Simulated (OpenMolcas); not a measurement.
## Mn²⁺: effect of the basis set

```
Program             : OpenMolcas 26.06
Method              : SS-CASPT2, IPEA 0.25 Eh, imaginary shift 0.1 Eh (closed shells correlated: 3s 3p)
Active space        : 5 electrons in 6 orbitals (3d 4s)
State averaging     : 2S+1 = 6 even, 6 roots; 2S+1 = 4 even, 59 roots kept (CI in the orbitals of an earlier block); 2S+1 = 2 even, 101 roots kept (CI in the orbitals of an earlier block)
Spin-orbit coupling : state interaction with AMFI integrals over the reference wave functions, term energies averaged over their components
```

A. ANO-R2 [7s4p4d2f1g], X2C, finite nucleus; CASPT2 step of the order of 70 core-seconds
B. ANO-RCC-VQZP [7s6p4d3f2g1h], DKH2, point nucleus; CASPT2 step of the order of 100 core-seconds
C. ANO-R3 [8s5p5d3f2g1h], X2C, finite nucleus; CASPT2 step of the order of 110 core-seconds

Energies in cm⁻¹ above 3d⁵ ⁶S_5/2, the measured ground level; measured values from Corliss and Sugar, J. Phys. Chem. Ref. Data 6, 1253 (1977).

```json
{"Level": "3d⁵ ⁶S_5/2", "A": "0.0", "B": "0.0", "C": "0.0", "Measured": "0.0"}
{"Level": "3d⁵ ⁴G_5/2", "A": "27290", "B": "26710", "C": "26630", "Measured": ""}
{"Level": "3d⁵ ⁴G_7/2", "A": "27310", "B": "26730", "C": "26660", "Measured": "26860"}
{"Level": "3d⁵ ⁴G_11/2", "A": "27310", "B": "26740", "C": "26660", "Measured": ""}
{"Level": "3d⁵ ⁴G_9/2", "A": "27320", "B": "26750", "C": "26670", "Measured": ""}
{"Level": "3d⁵ ⁴P_5/2", "A": "29720", "B": "29180", "C": "29090", "Measured": "29168"}
{"Level": "3d⁵ ⁴P_3/2", "A": "29770", "B": "29230", "C": "29140", "Measured": ""}
{"Level": "3d⁵ ⁴P_1/2", "A": "29830", "B": "29280", "C": "29200", "Measured": ""}
{"Level": "3d⁵ ⁴D_7/2", "A": "32470", "B": "31920", "C": "31830", "Measured": "32307"}
{"Level": "3d⁵ ⁴D_1/2", "A": "32530", "B": "31980", "C": "31900", "Measured": "32369"}
{"Level": "3d⁵ ⁴D_3/2", "A": "32570", "B": "32020", "C": "31940", "Measured": ""}
{"Level": "3d⁵ ⁴D_5/2", "A": "32580", "B": "32030", "C": "31950", "Measured": "32384"}
{"Level": "3d⁵ ²I_11/2", "A": "40260", "B": "39350", "C": "39230", "Measured": "39174"}
{"Level": "3d⁵ ²I_13/2", "A": "40310", "B": "39400", "C": "39280", "Measured": "39176"}
{"Level": "3d⁵ ²D_5/2(1)", "A": "41990", "B": "41180", "C": "41060", "Measured": "41238"}
{"Level": "3d⁵ ²D_3/2(1)", "A": "42350", "B": "41560", "C": "41430", "Measured": "41570"}
{"Level": "3d⁵ ²F_7/2(1)", "A": "43600", "B": "42750", "C": "42670", "Measured": "42606"}
{"Level": "3d⁵ ⁴F_9/2", "A": "44030", "B": "43310", "C": "43210", "Measured": "43573"}
{"Level": "3d⁵ ⁴F_7/2", "A": "44060", "B": "43340", "C": "43240", "Measured": "43602"}
{"Level": "3d⁵ ⁴F_3/2", "A": "44190", "B": "43460", "C": "43370", "Measured": "43675"}
{"Level": "3d⁵ ²H_9/2", "A": "47630", "B": "46690", "C": "46550", "Measured": "46516"}
{"Level": "3d⁵ ²H_11/2", "A": "47910", "B": "46960", "C": "46820", "Measured": "46671"}
{"Level": "3d⁵ ²G_7/2", "A": "48540", "B": "47660", "C": "47540", "Measured": "47842"}
{"Level": "3d⁵ ²G_9/2", "A": "48780", "B": "47880", "C": "47760", "Measured": "48005"}
```

Deviations, from unrounded energies. A percentage is the sum of absolute deviations over the sum of measured energies, with the sign that they share, or ± where signs differ.

| Against measurement | Levels | A | B | C |
| --- | --- | --- | --- | --- |
| mean absolute deviation (cm-1) | 17 | 680 | 200 | 230 |
| other terms of the ground configuration (%) | 17 | +1.7 | ±0.5 | ±0.6 |

B lies closest to measurement on these levels and A furthest from it. The largest miss of B in the table is 3d⁵ ⁴D_1/2, by -390 cm-1. The ranking rests on the paired levels alone, and a cruder setting can come out closer through cancelling errors.

The two smallest mean deviations differ by little beside CASPT2's spread within terms, so their order carries little weight.

Among A to C the level of the table that moves most is 3d⁵ ²H_11/2, by 1100 cm-1 (lowest in C, highest in A). Moves below CASPT2's spread within the term are not significant.

Term energies are means over components that CASPT2 splits; among the terms shown or strongly mixed into the levels shown the widest spread is 230 cm-1 (3d⁵ ²I, A). Over all roots computed the reference weight is 0.88 to 0.95 in A, 0.88 to 0.94 in B, 0.87 to 0.94 in C; the roots of lowest weight are the least certain, and an intruder state may touch them. Terms from blocks run as CI alone lack orbitals of their own. Computed and measured levels are paired by configuration, term and J; levels that our copy of the source lacks, or whose pairing is in doubt (as where it misses far off the trend of its configuration), stay unpaired and out of the deviations. Only configurations of the active space appear. Levels that lie high or do not pair safely by name in every column are left out.

A number in round brackets counts repeated terms of one configuration in the order of the reference energies.
